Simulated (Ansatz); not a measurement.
Frontier orbitals of ClF$_{2}$H$_{3}$OSi$_{2}$ (`F[SiH](F)O[SiH2]Cl`).

The species carries charge 0 and has multiplicity 1. Geometry: relaxed with PBE0-D4/def2-TZVP. It is one conformer, not always the lowest. Basis def2-TZVPP, the Gaussian-basis code of Ansatz.

Orbital energies of one run (eV). Highest occupied ones, from the top: -11.97, -12.58, -13.07, -13.33, -14.00, -14.90, -15.20, -15.36, -15.88, -15.98, -16.92, -17.12, -17.42, -18.69. Empty: 2.33, 2.66, 3.32, 3.50, 3.80, 4.40.

Problem. Which functional gave them?
A. PBE
B. CAM-B3LYP
C. PBE0
D. LC-ωPBE

Solution. D. HOMO energies: LC-ωPBE -11.97, PBE0 -9.19, PBE -7.79, CAM-B3LYP -10.58 eV.

LC-ωPBE has ω = 0.4 bohr⁻¹.
